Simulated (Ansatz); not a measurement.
`[NH2][Zr]([F])([Cl])[Cl]` + H–F → `[F][Zr]([F])([Cl])[Cl]` + NH₃ at 700 K and 1 bar (ligand exchange at a Zr–N bond).

Program: Ansatz. Geometries: PBE0-D4/def2-TZVP. ΔE: electronic, gas phase. CCSD(T)/CBS adds triple-zeta CCSD(T) − MP2 to the extrapolated MP2 energy (def2 sets, frozen cores). This one scheme is used for every species. def2 core potentials past Kr. For Zr outer-core shells are correlated without core-valence functions, which leaves a few kJ/mol of doubt a bond. One conformer a species, not always the lowest.

```json
{"species": "`[NH2][Zr]([F])([Cl])[Cl]`", "CCSD(T)/CBS energy (Eh)": "-1122.52613", "H − E (kJ/mol)": "149.9", "S (J/(mol·K))": "491.6"}
{"species": "H–F", "CCSD(T)/CBS energy (Eh)": "-100.39570", "H − E (kJ/mol)": "45.2", "S (J/(mol·K))": "198.5"}
{"species": "`[F][Zr]([F])([Cl])[Cl]`", "CCSD(T)/CBS energy (Eh)": "-1166.45079", "H − E (kJ/mol)": "78.5", "S (J/(mol·K))": "445.2"}
{"species": "NH₃", "CCSD(T)/CBS energy (Eh)": "-56.50880", "H − E (kJ/mol)": "116.9", "S (J/(mol·K))": "226.5"}
```

H − E and S are ideal-gas, rigid-rotor, harmonic terms from PBE0-D4/def2-TZVP, for one conformer and one mirror image of each species. 1 Eh = 2625.50 kJ/mol, R = 8.31446 J/(mol·K).

Question: By hand: ΔE, ΔH, ΔS and ΔG.

Answer: ΔE = (-1166.45079) + (-56.50880) − (-1122.52613) − (-100.39570) = -0.03776 Eh = -99.1 kJ/mol. Δ(H − E) = 78.5 + 116.9 − 149.9 − 45.2 = 0.3, so ΔH = -98.8 kJ/mol. ΔS = 445.2 + 226.5 − 491.6 − 198.5 = -18.4 J/(mol·K). ΔG = -98.8 − 700 × (-18.4)/1000 = -85.9 kJ/mol.

Question: By hand: the equilibrium constant, and the temperature at which ΔG would vanish if ΔH and ΔS stayed fixed.

Answer: log₁₀ K = −ΔG/(RT ln 10) = 6.4. ΔG = 0 at ΔH/ΔS = 5370 K, far beyond where these terms or the molecules hold.

ΔH outweighs TΔS. A doubt of 5 kJ/mol in ΔE shifts log₁₀ K by 0.4 here. Other conformers and mirror images would add mixing entropy, several J/(mol·K) or more a flexible species. These are equilibria of isolated gas molecules and say nothing of rates. Largest T1 diagnostic: 0.017 (customary marks: 0.02 for closed shells, 0.045 for open ones).
